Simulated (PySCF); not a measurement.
CH8FNSi2, SMILES [SiH2](F)[SiH2]CN. Atoms are numbered in the order given.

```xyz
13

N     -2.7122     1.0583     1.0198
C     -1.5643     0.1752     0.8719
Si    -0.0910     0.9115    -0.0906
Si     1.6869    -0.5975    -0.3389
F      1.0823    -1.9592    -1.0150
H     -2.4483     1.9182     1.4972
H     -3.0729     1.3368     0.1092
H     -1.8800    -0.7554     0.3702
H     -1.2183    -0.1439     1.8700
H      0.4137     2.1324     0.6210
H     -0.5614     1.3486    -1.4452
H      2.2796    -0.9727     0.9809
H      2.7749    -0.0870    -1.2255
```

Geometry: PBE0-D3(BJ)/def2-SVP. The structure was generated by enumeration, and PubChem lists no compound with its InChIKey, so it may never have been made. The values are those of a single conformer.

These are PBE/def2-TZVP (PySCF) values and carry that method's errors.

```yaml
total_energy: -776.12008 hartree
highest_occupied_level: -5.36 eV
lowest_empty_level: -1.49 eV
orbital_gap: 3.87 eV
dipole_moment: 1.67 D
quadrupole, principal values (traceless, Buckingham form, about the centre of nuclear charge): -5.50, -0.12, 5.62 D·Å
mean_static_polarisability: 82.4 bohr³ (12.21 Å³)
polarisability_principal_values: 66.7, 73.0, 107.5 bohr³
```
